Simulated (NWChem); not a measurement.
System: SiNH3S, singlet; SMILES N[Si]S

Here is an NWChem input.

```
start job
memory heap 200 mb stack 900 mb global 1100 mb
geometry units angstroms noautoz
  Si    -0.702523    -0.630221     0.000000
  N      0.765922    -1.524117     0.000000
  H      0.743268    -2.538539     0.000000
  H      1.717504    -1.167223     0.000000
  S      0.194105     1.348663     0.000000
  H     -0.990764     1.994519     0.000000
end
basis spherical
  * library def2-svp
end
dft
  xc pbe0
  iterations 150
  vectors input atomic output neutral.movecs
end
task dft energy
charge 1
dft
  odft
  mult 2
  vectors input atomic output cation.movecs
end
task dft energy
```

NWChem printed, in part:

```
             Northwest Computational Chemistry Package (NWChem) 7.3.0
             --------------------------------------------------------

 CS  symmetry detected

                             Geometry "geometry" -> ""
                             -------------------------

 Output coordinates in angstroms (scale by  1.889725989 to convert to a.u.)

  No.       Tag          Charge          X              Y              Z
 ---- ---------------- ---------- -------------- -------------- --------------
    1 Si                  14.0000    -0.71587114    -0.62749310     0.00000000
    2 N                    7.0000     0.73711972    -1.54629576     0.00000000
    3 H                    1.0000     0.69717340    -2.56018406     0.00000000
    4 H                    1.0000     1.69464835    -1.20567785     0.00000000
    5 S                   16.0000     0.21436596     1.33581599     0.00000000
    6 H                    1.0000    -0.95931914     2.00177980     0.00000000

 Effective nuclear repulsion energy (a.u.)     133.9475101128

      Symmetry information
      --------------------

 Group name             Cs
 Group number              2
 Group order               2
 No. of unique centers     6

                                 NWChem DFT Module
                                 -----------------

 Summary of "ao basis" -> "ao basis" (spherical)
 ------------------------------------------------------------------------------
       Tag                 Description            Shells   Functions and Types
 ---------------- ------------------------------  ------  ---------------------
 Si                         def2-svp                 8       18   4s3p1d
 N                          def2-svp                 6       14   3s2p1d
 H                          def2-svp                 3        5   2s1p
 S                          def2-svp                 8       18   4s3p1d

      Symmetry analysis of basis
      --------------------------

        a'         48
        a"         17

            General Information
            -------------------
          SCF calculation type: DFT
          Wavefunction type:  closed shell.
          No. of atoms     :     6
          No. of electrons :    40
           Alpha electrons :    20
            Beta electrons :    20
          Charge           :     0
          Spin multiplicity:     1
          Use of symmetry is: on ; symmetry adaption is: on
          Maximum number of iterations: 150
          AO basis - number of functions:    65
                     number of shells:    31
          Convergence on energy requested:  1.00D-06
          Convergence on density requested:  1.00D-05
          Convergence on gradient requested:  5.00D-04

              XC Information
              --------------
                         PBE0 Method XC Functional
                     Hartree-Fock (Exact) Exchange  0.250
          PerdewBurkeErnzerhof Exchange Functional  0.750
            Perdew 1991 LDA Correlation Functional  1.000 local
           PerdewBurkeErnz. Correlation Functional  1.000 non-local

             Grid Information
             ----------------
          Grid used for XC integration:  medium
          Radial quadrature: Mura-Knowles
          Angular quadrature: Lebedev.
          Tag              B.-S. Rad. Rad. Pts. Rad. Cut. Ang. Pts.
          ---              ---------- --------- --------- ---------
          Si                  1.10       88           8.0       590
          N                   0.65       49          11.0       434
          H                   0.35       45          12.0       434
          S                   1.00       88          11.0       590
          Grid pruning is: on
          Number of quadrature shells:   360
          Spatial weights used:  Erf1

      Superposition of Atomic Density Guess
      -------------------------------------

 Sum of atomic energies:        -741.82788140

      Non-variational initial energy
      ------------------------------

 Total energy =    -742.730554
 1-e energy   =   -1291.489998
 2-e energy   =     414.811934
 HOMO         =      -0.241851
 LUMO         =      -0.010928

      Symmetry analysis of molecular orbitals - initial
      -------------------------------------------------

  Numbering of irreducible representations:

     1 a'          2 a"

  Orbital symmetries:

     1 a'          2 a'          3 a'          4 a'          5 a'
     6 a'          7 a"          8 a'          9 a'         10 a'
    11 a"         12 a'         13 a'         14 a'         15 a'
    16 a'         17 a'         18 a"         19 a"         20 a'
    21 a"         22 a'         23 a'         24 a'         25 a'
    26 a'         27 a'         28 a'         29 a'         30 a"

   convergence    iter        energy       DeltaE   RMS-Dens  Diis-err
 ---------------- ----- ----------------- --------- --------- ---------
 d= 0,ls=0.0,diis     1   -743.6460651367 -8.78D+02  1.28D-02  3.51D-01
 d= 0,ls=0.0,diis     2   -743.6285551306  1.75D-02  7.67D-03  4.65D-01
 d= 0,ls=0.0,diis     3   -743.6856449650 -5.71D-02  1.81D-03  3.09D-02
 d= 0,ls=0.0,diis     4   -743.6889433105 -3.30D-03  8.59D-04  2.68D-03
 d= 0,ls=0.0,diis     5   -743.6893789494 -4.36D-04  1.65D-04  7.32D-05
  Resetting Diis
 d= 0,ls=0.0,diis     6   -743.6893905899 -1.16D-05  3.63D-05  4.53D-06
 d= 0,ls=0.0,diis     7   -743.6893914256 -8.36D-07  9.28D-06  9.51D-08

         Total DFT energy =     -743.689391425559
      One electron energy =    -1294.063500080925
           Coulomb energy =      470.717528694606
    Exchange-Corr. energy =      -54.290930152021
 Nuclear repulsion energy =      133.947510112781

 Numeric. integr. density =       40.000003783085

                  Occupations of the irreducible representations
                  ----------------------------------------------

                     irrep           alpha         beta
                     --------     --------     --------
                     a'               16.0         16.0
                     a"                4.0          4.0

                       DFT Final Molecular Orbital Analysis
                       ------------------------------------

 Vector   18  Occ=2.000000D+00  E=-3.202683D-01  Symmetry=a"
              MO Center=  4.0D-01, -8.9D-01,  7.1D-16, r^2= 2.4D+00
   Bfn.  Coefficient  Atom+Function         Bfn.  Coefficient  Atom+Function
  ----- ------------  ---------------      ----- ------------  ---------------
    24      0.457703  2 N  pz                27     -0.376322  2 N  pz
    55     -0.239577  5 S  pz                13     -0.205997  1 Si pz
    10     -0.177027  1 Si pz                52     -0.174767  5 S  pz
     7      0.101772  1 Si pz                49     -0.101186  5 S  pz
    17      0.057719  1 Si d  1

 Vector   19  Occ=2.000000D+00  E=-2.660002D-01  Symmetry=a"
              MO Center=  2.9D-01,  6.3D-01, -3.2D-16, r^2= 2.8D+00
   Bfn.  Coefficient  Atom+Function         Bfn.  Coefficient  Atom+Function
  ----- ------------  ---------------      ----- ------------  ---------------
    55      0.579359  5 S  pz                52      0.390335  5 S  pz
    24      0.293316  2 N  pz                27     -0.263994  2 N  pz
    49      0.224731  5 S  pz                15      0.063595  1 Si d -1
    13      0.042456  1 Si pz

 Vector   20  Occ=2.000000D+00  E=-2.416362D-01  Symmetry=a'
              MO Center= -7.9D-01, -3.2D-01, -2.1D-16, r^2= 3.3D+00
   Bfn.  Coefficient  Atom+Function         Bfn.  Coefficient  Atom+Function
  ----- ------------  ---------------      ----- ------------  ---------------
     4      0.421480  1 Si s                  3      0.405325  1 Si s
    54      0.285788  5 S  py                11     -0.267345  1 Si px
     8     -0.264404  1 Si px                 2      0.244132  1 Si s
    53      0.222215  5 S  px                51      0.197237  5 S  py
    50      0.158750  5 S  px                21     -0.150867  2 N  s

 Vector   21  Occ=0.000000D+00  E=-4.020547D-02  Symmetry=a"
              MO Center= -5.8D-01, -5.3D-01, -3.7D-15, r^2= 3.1D+00
   Bfn.  Coefficient  Atom+Function         Bfn.  Coefficient  Atom+Function
  ----- ------------  ---------------      ----- ------------  ---------------
    13      0.754902  1 Si pz                10      0.377165  1 Si pz
    55     -0.312881  5 S  pz                27     -0.308214  2 N  pz
    24      0.244442  2 N  pz                 7     -0.199443  1 Si pz
    52     -0.151631  5 S  pz                49     -0.086787  5 S  pz
    57     -0.044750  5 S  d -1              17      0.034619  1 Si d  1

 Vector   22  Occ=0.000000D+00  E= 2.291490D-02  Symmetry=a'
              MO Center= -1.0D-01, -5.7D-01, -3.3D-16, r^2= 5.3D+00
   Bfn.  Coefficient  Atom+Function         Bfn.  Coefficient  Atom+Function
  ----- ------------  ---------------      ----- ------------  ---------------
    21      0.944185  2 N  s                 12      0.829684  1 Si py
    39     -0.572852  4 H  s                 54      0.505181  5 S  py
    62     -0.414806  6 H  s                 34     -0.316832  3 H  s
     9      0.246980  1 Si py                 3      0.210108  1 Si s
    61     -0.204458  6 H  s                 20      0.165979  2 N  s

 Vector   23  Occ=0.000000D+00  E= 4.573878D-02  Symmetry=a'
              MO Center= -8.0D-01,  1.2D+00,  2.5D-16, r^2= 4.1D+00
   Bfn.  Coefficient  Atom+Function         Bfn.  Coefficient  Atom+Function
  ----- ------------  ---------------      ----- ------------  ---------------
    62      1.131679  6 H  s                 46     -0.950791  5 S  s
    53      0.813671  5 S  px                12      0.599915  1 Si py
     4      0.277891  1 Si s                 45     -0.256654  5 S  s
    61      0.219154  6 H  s                 50      0.217947  5 S  px
    44      0.184062  5 S  s                 34      0.152445  3 H  s

     Multipole analysis of the density
     ---------------------------------

     L   x y z        total         alpha         beta         nuclear
     -   - - -        -----         -----         ----         -------
     0   0 0 0     -0.000000    -20.000000    -20.000000     40.000000

     1   1 0 0      0.304133      0.152067      0.152067      0.000000
     1   0 1 0     -0.530432     -0.265216     -0.265216     -0.000000
     1   0 0 1     -0.000000     -0.000000     -0.000000      0.000000

     2   2 0 0    -24.015943    -40.561203    -40.561203     57.106463
     2   1 1 0     -3.968877      3.116040      3.116040    -10.200956
     2   1 0 1     -0.000000     -0.000000     -0.000000      0.000000
     2   0 2 0    -21.251732   -122.784915   -122.784915    224.318097
     2   0 1 1      0.000000      0.000000      0.000000      0.000000
     2   0 0 2    -25.388213    -12.694107    -12.694107      0.000000

                                 NWChem DFT Module
                                 -----------------

      Symmetry analysis of basis
      --------------------------

        a'         48
        a"         17

            General Information
            -------------------
          SCF calculation type: DFT
          Wavefunction type:  spin polarized.
          No. of atoms     :     6
          No. of electrons :    39
           Alpha electrons :    20
            Beta electrons :    19
          Charge           :     1
          Spin multiplicity:     2
          Use of symmetry is: on ; symmetry adaption is: on
          Maximum number of iterations: 150
          AO basis - number of functions:    65
                     number of shells:    31
          Convergence on energy requested:  1.00D-06
          Convergence on density requested:  1.00D-05
          Convergence on gradient requested:  5.00D-04

              XC Information
              --------------
                         PBE0 Method XC Functional
                     Hartree-Fock (Exact) Exchange  0.250
          PerdewBurkeErnzerhof Exchange Functional  0.750
            Perdew 1991 LDA Correlation Functional  1.000 local
           PerdewBurkeErnz. Correlation Functional  1.000 non-local

             Grid Information
             ----------------
          Grid used for XC integration:  medium
          Radial quadrature: Mura-Knowles
          Angular quadrature: Lebedev.
          Tag              B.-S. Rad. Rad. Pts. Rad. Cut. Ang. Pts.
          ---              ---------- --------- --------- ---------
          Si                  1.10       88           8.0       590
          N                   0.65       49          11.0       434
          H                   0.35       45          12.0       434
          S                   1.00       88          11.0       590
          Grid pruning is: on
          Number of quadrature shells:   360
          Spatial weights used:  Erf1

      Superposition of Atomic Density Guess
      -------------------------------------

 Sum of atomic energies:        -741.82788140

 Renormalizing density from      40.00 to     39

      Non-variational initial energy
      ------------------------------

 Total energy =    -730.924644
 1-e energy   =   -1259.202748
 2-e energy   =     394.330595
 HOMO         =      -0.550307
 LUMO         =      -0.303950

   Symmetry analysis of molecular orbitals - initial alpha
   -------------------------------------------------------

  Numbering of irreducible representations:

     1 a'          2 a"

  Orbital symmetries:

     1 a'          2 a'          3 a'          4 a'          5 a'
     6 a'          7 a"          8 a'          9 a'         10 a'
    11 a"         12 a'         13 a'         14 a'         15 a'
    16 a'         17 a'         18 a"         19 a"         20 a'
    21 a"         22 a'         23 a'         24 a'         25 a'
    26 a'         27 a'         28 a'         29 a'         30 a"

   Symmetry analysis of molecular orbitals - initial beta
   ------------------------------------------------------

  Numbering of irreducible representations:

     1 a'          2 a"

  Orbital symmetries:

     1 a'          2 a'          3 a'          4 a'          5 a'
     6 a'          7 a"          8 a'          9 a'         10 a'
    11 a"         12 a'         13 a'         14 a'         15 a'
    16 a'         17 a'         18 a"         19 a"         20 a'
    21 a"         22 a'         23 a'         24 a'         25 a'
    26 a'         27 a'         28 a'         29 a'         30 a"

[...]
```

Level: PBE0/def2-SVP, vertical spin-unrestricted ions. Low-valent species are run as closed-shell singlets; no triplet was tried in these runs. Geometry: optimised at PBE0/def2-SVP.
